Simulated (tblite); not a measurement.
Tetraphosphorus trisulfide, P4S3.
SMILES with atom numbers: `[s:1]1[p:2]2[s:3][p:4]3[p:5]1[p:6]3[s:7]2`

Level: GFN2-xTB in tblite, geometry and Hessian alike; calculated harmonic values, unscaled, isolated species. The method is semi-empirical: single wavenumbers can be off by several per cent or more.

Harmonic wavenumbers (cm⁻¹): 164.5, 194.8, 194.9, 256.1, 256.1, 305.4, 344.1, 344.2, 392.1, 392.2, 405.7, 447.8, 467.2, 467.3, 490.2.

A = 1029, B = 913.3, C = 913.2 MHz; mass 219.811 u (most abundant isotopes); point group C3v, symmetry number 3.

Zero-point energy?

Half the sum of the wavenumbers: 2561 cm⁻¹ = 30.64 kJ/mol.

What is S at 400 K and 1 bar for an ideal gas of classical rigid rotors and harmonic oscillators?

Translation 182.22, rotation 121.33, vibration 114.00: S = 417.5 J/(mol K).

And Cp and H(400 K) − H(0)?

Cp = 142.49 J/(mol K), of which vibrations give 109.23 (their classical limit is 15 R = 124.7); H(400 K) − H(0) = 39.18 kJ/mol without the zero-point energy, 25.88 from vibrations.

Which modes carry the vibrational entropy at 400 K?

164.5 cm⁻¹: 12.80; 194.8 cm⁻¹: 11.44; 194.9 cm⁻¹: 11.44; 256.1 cm⁻¹: 9.28; 256.1 cm⁻¹: 9.28; 305.4 cm⁻¹: 7.94 J/(mol K); the other 9 give 51.82 together.

How do the functions run with temperature in this model?

```
T (K)  S (J/(mol K))  Cp (J/(mol K))  H − H(0) (kJ/mol)  G − H(0) (kJ/mol)  ln q(vib)
  100          268.5            63.0               4.17             -22.68       0.32
  200          328.4           110.5              13.08             -52.59       1.89
  300          377.9           132.4              25.38             -87.99       3.92
  500          450.0           147.7              53.72            -171.26       7.80
  800          521.0           153.8              99.14            -317.67      12.48
 1000          555.5           155.3             130.06            -425.45      15.00
```

q(vib) and H(0) count from the zero-point level.

What must be added to the electronic energy to get the Gibbs energy at 400 K and 1 bar?

ZPE + [H(400 K) − H(0)] − T·S = 30.64 + 39.18 − 167.02 = -97.20 kJ/mol.

Hindered rotation and anharmonicity are outside this model.
